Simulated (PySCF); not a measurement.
# Energy of Re⁺ (rhenium, charge +1) between two integer charges

The 6s alpha orbital of [Xe] 4f14 5d5 6s1 is emptied in steps (occupation f), with all orbitals relaxed, ending at [Xe] 4f14 5d5. All numbers are calculated (PySCF 2.14, a scalar-relativistic core potential, in def2-TZVP with the def2 core potential (60 electrons)). The exact energy is a straight line in f; departures are measured from the line between the end points of the same method.

```tsv
f	UHF (eV)	LDA (eV)	PBE (eV)
1	0.000	0.000	0.000
0.75	0.054	-0.683	-0.677
0.5	0.071	-0.913	-0.906
0.25	0.052	-0.686	-0.683
0	0.000	0.000	0.000
```

```json
{"method": "UHF", "E(f=0) − E(f=1) (eV)": "15.669", "−ε at f=1 (eV)": "15.967", "−ε at f=0.5 (eV)": "15.662"}
{"method": "LDA", "E(f=0) − E(f=1) (eV)": "17.312", "−ε at f=1 (eV)": "13.684", "−ε at f=0.5 (eV)": "17.303"}
{"method": "PBE", "E(f=0) − E(f=1) (eV)": "17.023", "−ε at f=1 (eV)": "13.432", "−ε at f=0.5 (eV)": "17.007"}
```

Orbital energy along the path (eV):

```csv
f,UHF,LDA,PBE
1,-15.967,-13.684,-13.432
0.75,-15.809,-15.483,-15.207
0.5,-15.662,-17.303,-17.007
0.25,-15.526,-19.138,-18.831
0,-15.399,-20.976,-20.678
```

Reference removal energy between the ground levels: 16.6 ± 0.5 eV (semi-empirical (NIST evaluation); NIST Atomic Spectra Database, ionization energies). UHF lacks correlation.
